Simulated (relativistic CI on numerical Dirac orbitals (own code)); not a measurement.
## Judd-Ofelt analysis for Gd³⁺

These numbers are calculated, not measured: Dirac-Coulomb-Breit CI, KLI orbitals optimised for each configuration, QED by a radiative potential, valence Slater integrals scaled by 0.85 (own radial code, finite nucleus).

Configuration 4f7 alone, in intermediate coupling. Take Ω₂ = 6.85, Ω₄ = 4.48, Ω₆ = 2.49 (10⁻²⁰ cm²) and refractive index n = 1.9 as given. A_ED = 64π⁴e²ν³ n(n² + 2)²/[27h(2J + 1)] Σ Ω_λ |U^λ|², in Gaussian units with ν in cm⁻¹, and A_MD is n³ times the free-ion magnetic-dipole rate; a dash marks a rate that is forbidden or under 2 % of the level's free-ion decay.

Emitting level 6D°_9/2 at 39420 cm⁻¹ (radiative decay alone: multiphonon quenching in a host is left out, and the level can lie too high or too low):

```tsv
To	ν (cm⁻¹)	U² squared	U⁴ squared	U⁶ squared	Free-ion A(M1) (s⁻¹)
8S°_7/2	39420	0.0063	0.0001	0.0000	0.288
6P°_7/2	7710	0.1886	0.0162	0.0000	1.89
6P°_5/2	7115	0.1978	0.0013	0.0002	-
6P°_3/2	6551	0.0000	0.0014	0.0001	-
6I°_7/2	4782	0.0002	0.0010	0.0038	-
6I°_9/2	4430	0.0006	0.0052	0.0081	-
6I°_17/2	4411	0.0000	0.0114	0.0330	-
6I°_11/2	4151	0.0009	0.0154	0.0061	-
6I°_15/2	4047	0.0000	0.0256	0.0075	-
6I°_13/2	4001	0.0001	0.0259	0.0002	-
```

Task: Give the rates, branching ratios and the radiative lifetime.

Result: The rates are:

| To | λ (nm) | A_ED (s⁻¹) | A_MD (s⁻¹) | β (%) |
| --- | --- | --- | --- | --- |
| 8S°_7/2 | 254 | 1280 | 1.97 | 69.2 |
| 6P°_7/2 | 1297 | 301 | 13 | 16.9 |
| 6P°_5/2 | 1405 | 236 | 0 | 12.7 |
| 6P°_3/2 | 1526 | 0.891 | 0 | 0.0 |
| 6I°_7/2 | 2091 | 0.815 | 0 | 0.0 |
| 6I°_9/2 | 2257 | 1.97 | 0 | 0.1 |
| 6I°_17/2 | 2267 | 5.49 | 0 | 0.3 |
| 6I°_11/2 | 2409 | 3.09 | 0 | 0.2 |
| 6I°_15/2 | 2471 | 4.25 | 0 | 0.2 |
| 6I°_13/2 | 2499 | 3.62 | 0 | 0.2 |

τ_rad = 5.40e-04 s. Computed level positions enter as ν³, so measured ones would change the rates. For the strongest line (254 nm) and an assumed effective width Δλ = 1.9 nm (300 cm⁻¹), the Füchtbauer-Ladenburg formula σ = λ⁴A/(8πcn²Δλ) gives a peak emission cross-section of 0.1 × 10⁻²⁰ cm².
